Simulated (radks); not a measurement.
The numbers below are computed, except where a source is named.
All-electron atom: the phosphorus ion P1.3+ in [Ne] 3s2 3p1.7 (fractional occupations, a model configuration).

Level of theory: scalar-relativistic Kohn-Sham, r2SCAN, spin-unpolarised, spherical densities, finite nucleus; meta-GGA in the generalised Kohn-Sham scheme; Fermi nuclear charge, rms radius 3.1889 fm (a radial shooting solver on a logarithmic mesh with Libxc functionals).

Energy parts (eV):
| part | energy |
|---|---|
| total | -9292.278 |
| kinetic | 9322.440 |
| electron-nucleus | -21975.556 |
| Hartree | 3979.697 |
| exchange-correlation | -618.858 |

Orbitals (lengths in bohr, moments of r in powers of bohr; r(max) is where P^2 peaks):
| orbital | occ. | eigenvalue (eV) | <1/r> | r(max) |
|---|---|---|---|---|
| 1s | 2 | -2111.227 | 14.65 | 0.06766 |
| 2s | 2 | -192.8001 | 2.836 | 0.4180 |
| 2p | 6 | -141.3253 | 2.713 | 0.3545 |
| 3s | 2 | -26.8461 | 0.7492 | 1.545 |
| 3p | 1.7 | -17.1114 | 0.6425 | 1.735 |

The highest occupied level is 3p at -17.111 eV. The electron density at the nucleus is 2392 e/bohr^3 (large components only). Summed over all electrons, <r^2> = 18.54 bohr^2, which gives a Langevin (diamagnetic) susceptibility term of -14.7 x 10^-6 cm^3/mol. The density falls to 0.001 e/bohr^3 at r = 3.72 bohr.
